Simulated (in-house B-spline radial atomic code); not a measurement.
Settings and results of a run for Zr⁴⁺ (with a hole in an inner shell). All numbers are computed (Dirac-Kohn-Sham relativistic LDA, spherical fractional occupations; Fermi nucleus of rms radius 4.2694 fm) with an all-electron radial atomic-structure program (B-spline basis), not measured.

In the input, a minus or plus after the letter marks the j = l - 1/2 or j = l + 1/2 subshell.

Command:
```bash
python run_scf.py task.json out
```
Settings (nuclear radius in fm, mass in u):
```
Z                40
configuration    1s1 2s2 2p-1 2p+4 3s2 3p6 3d10 4s2 4p6 4d2
hamiltonian      dirac
method           lda_x_rel,vwn
spin_polarised   False
nucleus          fermi
rms_radius       4.2694
atomic_mass      89.9047
speed_of_light   137.035999084
```

Output (hartree, bohr):
```
 radial grid: 68 intervals, B-splines of order 8, outer radius 22.1277 bohr

 iter        energy (Eh)    residual
    1       -2820.821220    1.55e+00
    2       -2829.969538    7.52e-01
    3       -2836.710355    1.16e-01
    4       -2836.963445    2.13e-02
    5       -2836.968494    1.10e-02
    6       -2836.971531    2.18e-03
    7       -2836.971566    3.34e-04
    8       -2836.971568    6.44e-06
    9       -2836.971568    5.01e-08

 total energy                     -2836.97157
 kinetic                            2914.2249
 electron-nucleus                  -6933.4262
 Hartree                            1273.8138
 exchange-correlation                -91.5841

 first-order corrections (not in the total)
   Gaunt                             1.1396
   retardation                      -0.1286
   frequency dependence             -0.0071
   self-energy                       0.8881
   Uehling                          -0.0959
   Wichmann-Kroll                    0.0013
   recoil                            0.0132

 orbital      occ     eigenvalue          <r>       <r^2>       <1/r>     <1/r^3>       r_max    small
 1s1/2      1.000      -677.8061    0.0368426  0.00182796     41.4408           -     0.02407  2.14e-02
 2s1/2      2.000       -99.6977     0.158512    0.029652     9.58998           -      0.1345  4.53e-03
 2p1/2      1.000       -93.6110     0.133872   0.0219561     9.62788           -      0.1036  4.59e-03
 2p3/2      4.000       -90.1282     0.138162   0.0232618     9.20376     2216.37      0.1072  4.45e-03
 3s1/2      2.000       -18.5395     0.440022    0.221905      3.3052           -      0.3943  1.22e-03
 3p1/2      2.000       -15.8586     0.429729    0.215141     3.23755           -       0.377  1.19e-03
 3p3/2      4.000       -15.2752     0.439625    0.224942      3.1332     376.387      0.3858  1.15e-03
 3d3/2      4.000       -10.1279       0.4124     0.20444     2.98853     58.0114      0.3202  1.07e-03
 3d5/2      6.000       -10.0075      0.41578    0.207659     2.95992     55.3953      0.3229  1.06e-03
 4s1/2      2.000        -3.9780       1.1086     1.38927     1.23709           -       1.002  2.93e-04
 4p1/2      2.000        -3.1500       1.1857     1.60197     1.14022           -       1.051  2.56e-04
 4p3/2      4.000        -3.0590      1.21052     1.66915     1.11114     58.9434       1.074  2.47e-04
 4d3/2      0.800        -1.7354      1.49933     2.61191    0.874616     5.92399       1.261  1.63e-04
 4d5/2      1.200        -1.7234      1.50896     2.64484    0.868181     5.65516        1.27  1.61e-04
```

Time taken, with all properties: 1.2 s on 1 thread of Arm Neoverse N1 (shared host).

For the Dirac Hamiltonian the kinetic term is c α·p + (β - 1)c².
